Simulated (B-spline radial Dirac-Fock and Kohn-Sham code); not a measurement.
Ba³⁶⁺: eigenvalues, ΔSCF and the reference

System: Ba³⁶⁺, [Ar] 3d2.

The density-functional columns are spherical, spin-unpolarised Dirac-Kohn-Sham results without Breit or QED terms: −ε is minus the orbital energy of the initial state and ΔSCF the difference of two total energies. The reference in the last column comes from Dirac-Fock energy differences between relaxed states, corrected for Breit and QED terms. All numbers are from a radial atomic solver, in eV; a selection of levels is shown. The Kohn-Sham columns are given as differences from the reference. For the 1s level of heavy atoms much of the gap between ΔSCF and the reference is the Breit and QED part, -140.5 eV here; for other levels the error of the functional can be larger.

```
     level  LDA −ε − DF  LDA ΔSCF − DF  Dirac-Fock
    K (1s)       -292.8         +129.1     39365.0
   L1 (2s)       -143.2          -43.5      7858.7
L2 (2p1/2)       -110.7           +8.5      7504.4
L3 (2p3/2)       -114.0           -1.9      7121.2
   M1 (3s)        -63.4          -21.2      2870.1
M2 (3p1/2)        -42.1           +2.2      2725.5
M3 (3p3/2)        -43.0           -0.1      2635.9
 M4,5 (3d)        -47.2           +1.5      2435.6
```

Values without a named source are computed, but for edge energies of neutral atoms, which are taken from tables.
